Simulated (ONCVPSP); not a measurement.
**germanium (Ge): one change to an ONCV potential, before and after**

ONCVPSP 4.0.1 input, shortened (lines: element, Z, core and valence counts, functional; n l f; lmax; l rc ep ncon nbas qcut; lloc lpopt rc5 dvloc0; l nproj debl; icmod fcfact rcfact), PBEsol, scalar-relativistic:

```
  Ge 32.00    3    5  -116133      upf
    1    0    2.00
    2    0    2.00
    2    1    6.00
    3    0    2.00
    3    1    6.00
    3    2   10.00
    4    0    2.00
    4    1    0.50
    2
    0    0.85    0.00    4    7   11.90
    1    1.10    0.00    5    9   15.20
    2    0.70    0.00    3    8   20.20
    4    5    0.60    0.00
    0    2    2.10
    1    2    3.70
    2    2    2.40
    0    0.00    0.00
```

Change: p: rc 0.8.

Cutoffs: the cutoffs (Ha) at which the residual kinetic energy of the hardest occupied pseudo-wave falls to 1 and 0.1 mHa per electron; they do not see the model core or the augmentation charge, which bear on the density cutoff. Errors are all-electron minus pseudo energies relative to the spin-unpolarised reference configuration.

Task: What does the change do?

Result: The potential gets neither clearly harder nor softer (167 Ha and 187 Ha → 167 Ha and 187 Ha); the d channel sets the loose cutoff, while the largest relative change is in p, which becomes harder; of the 4 tests that both files solve, the error grows in 0 and shrinks in 1 by more than 15 % and 0.3 meV (median size 1.1 → 1.0 meV); neither file shows a bound ghost.

| quantity | base | changed |
| --- | --- | --- |
| cutoff, loose | 167 Ha | 167 Ha |
| cutoff, tight | 187 Ha | 187 Ha |
| loose cutoff by channel | s 66 Ha, p 61 Ha, d 167 Ha | s 66 Ha, p 83 Ha, d 167 Ha |
| bound ghosts | none | none |
| GHOST(+) flags under 300 eV | none | none |
| error for 3s2 3p6 3d10 4s2 4p2, meV [ΔE -14.11 eV] | +1.4 | +1.2 |
| error for 3s2 3p6 3d10 4s2 4p1, meV [ΔE -6.66 eV] | +0.7 | +0.6 |
| error for 3s2 3p6 3d10 4s2 4p0, meV [ΔE 8.79 eV] | -0.9 | -0.8 |
| error for 3s2 3p6 3d9 4s2 4p3, meV [ΔE 15.52 eV] | +10 | +7.4 |
| s: phases at 0.86 bohr within 0.05 rad from the reference energy up to (Ha; the scan ends near 5) | to the end of the scan | to the end of the scan |
| d: phases at 0.71 bohr within 0.05 rad from the reference energy up to (Ha; the scan ends near 5) | to the end of the scan | to the end of the scan |
